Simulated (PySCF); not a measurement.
Species: C8H5ClO.
Cartesian coordinates in Å at the GFN2-xTB level; atoms count from 1:
```xyz
15
C8H5ClO angstrom
C      3.2339   -1.1466    0.1461
C      2.1265   -0.6883    0.0816
C      0.8242   -0.1404    0.0165
C     -0.2897   -0.9785    0.0396
C     -1.5708   -0.4494   -0.0118
O     -2.6792   -1.2331    0.0126
C     -1.7449    0.9316   -0.0899
C     -0.6472    1.7684   -0.1190
C      0.6319    1.2401   -0.0656
Cl     2.0027    2.2951   -0.0961
H      4.2031   -1.5442    0.1983
H     -0.1392   -2.0481    0.1012
H     -2.4287   -2.1629    0.0718
H     -2.7466    1.3277   -0.1264
H     -0.7804    2.8366   -0.1808
```

Computed at PBE0/pcSseg-1 (PySCF, non-relativistic), with Q(17O) = −0.0256 b, Q(35Cl) = −0.0817 b: O6, 17O (I = 5/2): χzz = -10.80 MHz, η = 0.839; Cl10, 35Cl (I = 3/2): χzz = -76.84 MHz, η = 0.095.

(1) Find the zero-field quadrupole resonance frequencies of 17O at O6.

(2) Find the zero-field quadrupole resonance frequencies of 35Cl at Cl10.

(3) Apply the simplest Townes–Dailey estimate (no s hybridisation, no π bonding), ionic character = 1 − χzz/χ0, where χ0 is the coupling for one missing p electron along the bond: −109.74 MHz for 35Cl.

Answers

(1) From the eigenvalues of H = χ/[4I(2I − 1)] × [3Iz² − I(I + 1) + η(Ix² − Iy²)], steps between neighbouring levels, labelled as for η = 0: ±1/2↔±3/2 2.563 MHz, ±3/2↔±5/2 2.933 MHz (phenol-type oxygen).

(2) From ν = (|χ|/2)√(1 + η²/3): ν = 38.48 MHz (aryl chlorine). For 37Cl the ratio of quadrupole moments, 0.7881, gives 30.33 MHz.

(3) Cl10 on C9: 1 − (-76.84)/(-109.74) = 0.30. In this model a purely covalent bond gives χ0 and a free halide ion gives zero; s hybridisation or π bonding, where present, is counted here as ionic character.

In a crystal, neighbours and librations shift these lines. Geometry: GFN2-xTB, one conformer, isolated molecule. GFN2-xTB bond lengths can be off by several hundredths of an ångström, more for odd bonds, and the gradients follow them. With a basis this small, the couplings can be 20 % off.
